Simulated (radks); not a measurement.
Values are calculated unless marked as measured or tabulated.
Excited configurations of neutral indium: one electron is placed in a higher orbital outside [Kr] 4d10 5s2. The ground configuration is [Kr] 4d10 5s2 5p1. Code: a radial shooting solver on a logarithmic mesh with Libxc functionals. Model: scalar-relativistic Kohn-Sham, r2SCAN, spin-polarised, spherical densities, finite nucleus; open shells are filled with parallel spins first (spin-orbit coupling, left out, can overturn this in heavy ions); meta-GGA in the generalised Kohn-Sham scheme; Fermi nuclear charge, rms radius 4.6156 fm. Excitation = E - E(ground); binding = E(ion) - E, where the ion is the core of charge +1; n* = 1/sqrt(2 binding) in atomic units, and the quantum defect is n - n*.

\begin{tabular}{lrrrrrr}
outer orbital & excitation (eV) & binding (eV) & n* & quantum defect & eigenvalue (eV) & <r> (bohr) \\ \hline
5d & 3.920 & 1.568 & 2.946 & 2.054 & -0.687 & 9.853 \\
5f & 4.890 & 0.598 & 4.770 & 0.230 & -0.347 & 30.78 \\
6s & 2.695 & 2.793 & 2.207 & 3.793 & -1.743 & 7.617 \\
6f & 5.061 & 0.427 & 5.647 & 0.353 & -0.266 & 46.12 \\
7d & 4.858 & 0.629 & 4.649 & 2.351 & -0.387 & 31.37 \\
\end{tabular}

The Delta-SCF ionisation energy is 5.487 eV (NIST Atomic Spectra Database: 5.786 eV, measured). Self-interaction in the functional shifts the binding energies and quantum defects, so they are the method's values and not measured ones. Open shells are spherical and high-spin; term and fine-structure splittings are not resolved. Spin-orbit splitting is averaged out at the scalar-relativistic level.
